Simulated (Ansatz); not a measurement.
A nudged elastic band was laid between two geometries of H3NS3Zn (8 atoms, charge 0, multiplicity 1).

These are results of RKS PBE0-D4/def2-SVP in Ansatz, not measurements.

```
movable images  : 7
climbing image  : yes
spring          : 5.0 eV/Å²
optimiser       : quadratic models (default)
start path      : through a guess of the saddle point
force threshold : 0.03 eV/Å
iteration limit : 60
end points      : relaxed
```

Image 0:

```xyz
8
Properties=species:S:1:pos:R:3
N 0.094 1.495 -0.225
Zn 1.056 0.183 0.621
S 1.435 -1.859 1.294
S 0.276 -2.262 -0.456
S -1.637 -1.542 -0.117
H -0.260 2.263 0.340
H 0.484 1.900 -1.074
H -1.356 -0.234 -0.440
```

Image 8:

```xyz
8
Properties=species:S:1:pos:R:3
N 0.094 1.490 -0.222
Zn 1.059 0.184 0.628
S 1.434 -1.861 1.294
S 0.276 -2.257 -0.459
S -1.636 -1.535 -0.119
H 0.477 1.882 -1.080
H -0.263 2.264 0.333
H -1.350 -0.224 -0.432
```

What changes between the two ends?

No bond is made or broken.  The two ends are copies of one structure, up to a mirror image or an exchange of like atoms.

What energy profile does the band end with?

It converged. The highest image is number 4 of 0 to 8, 0.102 eV above the ends, which have the same energy within 2 meV. A vibrational analysis at the climbing image gives one clearly imaginary mode, 88i cm⁻¹: a first-order saddle point.

| image | path coordinate (Å) | energy (eV) |
| --- | --- | --- |
| 0 | 0.00 | 0.000 |
| 1 | 0.82 | 0.029 |
| 2 | 1.63 | 0.060 |
| 3 | 2.45 | 0.093 |
| 4 | 3.26 | 0.102 |
| 5 | 4.08 | 0.089 |
| 6 | 4.91 | 0.063 |
| 7 | 5.73 | 0.029 |
| 8 | 6.55 | 0.000 |

What is the geometry of the highest image?


```xyz
8
Properties=species:S:1:pos:R:3
N 0.744 2.091 -0.182
Zn 0.872 0.445 0.579
S 1.081 -1.614 1.295
S 0.323 -2.297 -0.549
S -1.714 -2.576 -0.321
H 1.082 2.877 0.368
H -0.167 2.355 -0.553
H -2.129 -1.338 -0.692
```

What are the harmonic wavenumbers there?

88i, 38, 75, 120, 129, 200, 315, 379, 413, 465, 483, 687, 737, 872, 1536, 2650, 3567, 3659 cm⁻¹.

Run time: 5.7 min on 2 threads of Intel(R) Xeon(R) Platinum 8488C (Sapphire Rapids), on a shared host, peak memory 0.33 GiB.
